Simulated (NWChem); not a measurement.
System: SiBrClF$_{2}$; SMILES F[Si](F)(Cl)Br

NWChem input:

```
start job
memory heap 200 mb stack 900 mb global 1100 mb
geometry units angstroms noautosym nocenter noautoz
  F     -1.309742    -0.772603     1.288003
  Si    -0.395500    -0.524132     0.000000
  F     -1.309742    -0.772603    -1.288003
  Cl     1.122054    -1.860425     0.000000
  Br     0.317412     1.530381     0.000000
end
basis spherical
  * library def2-svp
end
dft
  xc m05-2x
  iterations 150
end
cosmo
  do_cosmo_smd true
  solvent dcm
end
task dft energy
```

Output (shortened):

```
             Northwest Computational Chemistry Package (NWChem) 7.3.0
             --------------------------------------------------------

                             Geometry "geometry" -> ""
                             -------------------------

 Output coordinates in angstroms (scale by  1.889725989 to convert to a.u.)

  No.       Tag          Charge          X              Y              Z
 ---- ---------------- ---------- -------------- -------------- --------------
    1 F                    9.0000    -1.30974200    -0.77260300     1.28800300
    2 Si                  14.0000    -0.39550000    -0.52413200     0.00000000
    3 F                    9.0000    -1.30974200    -0.77260300    -1.28800300
    4 Cl                  17.0000     1.12205400    -1.86042500     0.00000000
    5 Br                  35.0000     0.31741200     1.53038100     0.00000000

 Effective nuclear repulsion energy (a.u.)     534.1731729263

                                 NWChem DFT Module
                                 -----------------

 Summary of "ao basis" -> "ao basis" (spherical)
 ------------------------------------------------------------------------------
       Tag                 Description            Shells   Functions and Types
 ---------------- ------------------------------  ------  ---------------------
 F                          def2-svp                 6       14   3s2p1d
 Si                         def2-svp                 8       18   4s3p1d
 Cl                         def2-svp                 8       18   4s3p1d
 Br                         def2-svp                12       32   5s4p3d

 in cosmo_initialize ...
 calling solv_data for solv:dcm

 solvent parameters
 solvname_short: dcm
 solvname_long:  dichloromethane
 dielec:        8.9300
 dielecinf:     2.0283
 nonaqueous SMD model solvent descriptors
 dielec:        8.9300
 sola:          0.1000
 solb:          0.0500
 solc:          0.0000
 solg:         39.1500
 solh:          0.6670
 soln:          1.4242

          ---------------
          -cosmo- solvent
          ---------------
 Cosmo: York-Karplus, doi: 10.1021/jp992097l
 dielectric constant -eps-     =   8.93
 screen = (eps-1)/(eps    )    =   0.88802
 surface charge correction     = lagrangian

   van der Waals surface
 --------------------------

 ---------- ATOMIC COORDINATES (A.U.) ------------ VDWR(ANG.) --
     1   -2.47505350   -1.46000797    2.43397274     1.730
     2   -0.74738663   -0.99046586    0.00000000     2.470
     3   -2.47505350   -1.46000797   -2.43397274     1.730
     4    2.12037460   -3.51569347    0.00000000     2.380
     5    0.59982171    2.89200075    0.00000000     3.060
 number of segments per atom =        128
 number of   points per atom =        128
 atom (   nspa,  nppa )
 ----------------------
    1 (     59,     0 )       0
    2 (     28,     0 )       0
    3 (     59,     0 )       0
    4 (     86,     0 )       0
    5 (    102,     0 )       0
 number of -cosmo- surface points =      334
 molecular surface =    178.886 angstrom**2
 molecular volume  =    185.724 angstrom**3
 -lineq- algorithm             =   0
 -bem- low  level              =   3
 -bem- from -octahedral-
 gaussian surface charge width =   4.50000
 degree of switching           =   1.00000
 switching function tolerance  =   0.00010
 atomic radii =
 --------------
    1  9.000  1.730
    2 14.000  2.470
    3  9.000  1.730
    4 17.000  2.380
    5 35.000  3.060
 ...... end of -cosmo- initialization ......

 nat:                     5
 ixmem:                  1509
 calling mnsol_interface()
 G(SMD-CDS) energy (kcal/mol)  =    -2.412
 SMD-CDS SASA (angstrom**2)    =   140.275

[...]

                                COSMO-SMD solvation results
                                ---------------------------

             internal energy in gas <Psi(g)|H|Psi(g)> =     -3522.985624225958
         internal energy in solvent <Psi(s)|H|Psi(s)> =     -3522.985578812615
                               delta internal energy  =         0.000045413342 (    0.03 kcal/mol)
   total free energy in solvent <Psi(s)|H+V/2|Psi(s)> =     -3522.986997906218
 polarization energy contribution <Psi(s)|V/2|Psi(s)> =        -0.001419093603 (   -0.89 kcal/mol)
    total free energy in solvent including G(SMD-CDS) =     -3522.990841364266
                       G(SMD-CDS) energy contribution =        -0.003843458048 (   -2.41 kcal/mol)
     1 M fixed-concentration free energy of solvation =        -0.005217138309 (   -3.27 kcal/mol)

                       DFT Final Molecular Orbital Analysis
                       ------------------------------------

 Vector   40  Occ=2.000000D+00  E=-4.302628D-01
              MO Center=  9.2D-01, -1.6D+00,  5.5D-10, r^2= 2.0D+00
   Bfn.  Coefficient  Atom+Function         Bfn.  Coefficient  Atom+Function
  ----- ------------  ---------------      ----- ------------  ---------------
    59      0.596414  4 Cl pz                56      0.452814  4 Cl pz
    53      0.260374  4 Cl pz                78      0.110610  5 Br pz
     4      0.110044  1 F  px                36     -0.110044  3 F  px
    81      0.109505  5 Br pz                27      0.092330  2 Si pz
     7     -0.080437  1 F  px                39      0.080437  3 F  px

 Vector   41  Occ=2.000000D+00  E=-3.963432D-01
              MO Center=  3.1D-01,  1.2D+00, -1.6D-08, r^2= 2.2D+00
   Bfn.  Coefficient  Atom+Function         Bfn.  Coefficient  Atom+Function
  ----- ------------  ---------------      ----- ------------  ---------------
    81      0.574633  5 Br pz                78      0.514523  5 Br pz
    75     -0.340675  5 Br pz                59     -0.164029  4 Cl pz
    56     -0.117757  4 Cl pz                72      0.110624  5 Br pz
     5      0.073780  1 F  py                37     -0.073780  3 F  py
    53     -0.067830  4 Cl pz                 8     -0.056330  1 F  py

 Vector   42  Occ=2.000000D+00  E=-3.906337D-01
              MO Center=  4.1D-01,  8.4D-01,  3.5D-09, r^2= 3.3D+00
   Bfn.  Coefficient  Atom+Function         Bfn.  Coefficient  Atom+Function
  ----- ------------  ---------------      ----- ------------  ---------------
    79      0.493286  5 Br px                76      0.445267  5 Br px
    73     -0.294081  5 Br px                58     -0.265558  4 Cl py
    80     -0.222429  5 Br py                77     -0.199672  5 Br py
    55     -0.198410  4 Cl py                74      0.131793  5 Br py
    57     -0.123288  4 Cl px                52     -0.113598  4 Cl py

 Vector   43  Occ=0.000000D+00  E= 3.160656D-02
              MO Center=  1.9D-01,  2.9D-02, -3.8D-09, r^2= 3.6D+00
   Bfn.  Coefficient  Atom+Function         Bfn.  Coefficient  Atom+Function
  ----- ------------  ---------------      ----- ------------  ---------------
    18      0.896917  2 Si s                 17      0.745894  2 Si s
    80      0.637686  5 Br py                16      0.381627  2 Si s
    58     -0.372872  4 Cl py                69     -0.355607  5 Br s
    68     -0.312249  5 Br s                 50     -0.300925  4 Cl s
    57      0.282948  4 Cl px                25      0.267443  2 Si px

 Vector   44  Occ=0.000000D+00  E= 8.659397D-02
              MO Center=  1.5D-02, -3.1D-01,  8.0D-09, r^2= 3.4D+00
   Bfn.  Coefficient  Atom+Function         Bfn.  Coefficient  Atom+Function
  ----- ------------  ---------------      ----- ------------  ---------------
    27      1.022064  2 Si pz                 3     -0.349596  1 F  s
    35      0.349596  3 F  s                 24      0.326163  2 Si pz
    59     -0.298040  4 Cl pz                81     -0.293140  5 Br pz
    31     -0.208500  2 Si d  1              21     -0.163008  2 Si pz
    78     -0.158872  5 Br pz                 7     -0.151977  1 F  px

 Vector   45  Occ=0.000000D+00  E= 1.007512D-01
              MO Center= -7.6D-01, -2.8D-01, -1.4D-09, r^2= 3.5D+00
   Bfn.  Coefficient  Atom+Function         Bfn.  Coefficient  Atom+Function
  ----- ------------  ---------------      ----- ------------  ---------------
    25      1.019650  2 Si px                18     -0.509074  2 Si s
     3      0.368670  1 F  s                 35      0.368670  3 F  s
    22      0.317562  2 Si px                58     -0.271802  4 Cl py
    50     -0.257882  4 Cl s                 79     -0.248980  5 Br px
     9     -0.177364  1 F  pz                41      0.177364  3 F  pz

     Multipole analysis of the density
     ---------------------------------

     L   x y z        total         alpha         beta         nuclear
     -   - - -        -----         -----         ----         -------
     0   0 0 0     -0.000000    -42.000000    -42.000000     84.000000

     1   1 0 0      0.325108     -0.850322     -0.850322      2.025752
     1   0 1 0      0.116237     -0.595168     -0.595168      1.306572
     1   0 0 1      0.000000      0.000000      0.000000      0.000000

     2   2 0 0    -40.065610   -123.588079   -123.588079    207.110548
     2   1 1 0     -0.487781     -4.941091     -4.941091      9.394401
     2   1 0 1      0.000000      0.000000      0.000000      0.000000
     2   0 2 0    -38.329679   -296.641658   -296.641658    554.953637
     2   0 1 1      0.000000      0.000000      0.000000      0.000000
     2   0 0 2    -40.724016    -73.680018    -73.680018    106.636020
```

Level: M05-2X/def2-SVP, SMD on the gas-phase geometry. The geometry was optimised at PBE0/def2-SVP. Solvent: dichloromethane.
